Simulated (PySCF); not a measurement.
## Structure from NMR data

Molecular formula: C₄H₂F₄O. Simulated spectra:

¹H NMR (400 MHz, computed): δ 7.94 (m, 2H).

¹³C{¹H} NMR (computed): δ 134.4 (CH, 2C), 131.8 (C), 93.5 (C).

All values are calculated (PySCF 2.14): GFN2-xTB structure, GIAO PBE0/pcSseg-1 shieldings. No solvent model, fast rotation and ring inversion assumed for equivalent nuclei, non-relativistic, single conformer.

Chemical shifts δ = σref − σ; TMS for ¹H (σref 31.72) and ¹³C (σref 186.93), all at this level.

Question: Which of these isomers gave the spectra?
A. FC(F)(F)OC1(F)C=C1
B. O=C[C@@H](F)C(F)=C(F)F
C. O=C(F)/C=C\C(F)(F)F

Answer: A. 

Rings plus π bonds: 2 (1 ring in the answer). 3 carbon signals for 4 carbons: some carbons are equivalent by symmetry or fast rotation. Carbon types of the structure: 2 × C, 2 × CH, which accounts for all hydrogens. δC 134.4: alkene CH; the olefinic region. δC 131.8: CF3 carbon; 4 electronegative neighbours deshield it. δC 93.5: three-membered-ring carbon; 2 electronegative neighbours deshield it. δH 7.94: hydrogen on an alkene CH; a vinylic proton, deshielded by the sp2 carbon and the C=C anisotropy.

The others: O=C(F)/C=C\C(F)(F)F would give 4 carbon signals, not 3; O=C[C@@H](F)C(F)=C(F)F would give 4 carbon signals, not 3.

Splittings by ¹⁹F in the carbon and heteronuclear signals aren't shown, as no couplings were computed. Shifts are as computed. Against solution values, carbons near 30 ppm lie about +3 ppm off and those near 130 ppm about +5 ppm. Of 1211 compounds with measured shifts, 218 miss one by over three times the rms of a fit or turn the order of signals round; such compounds aren't used in these exercises.
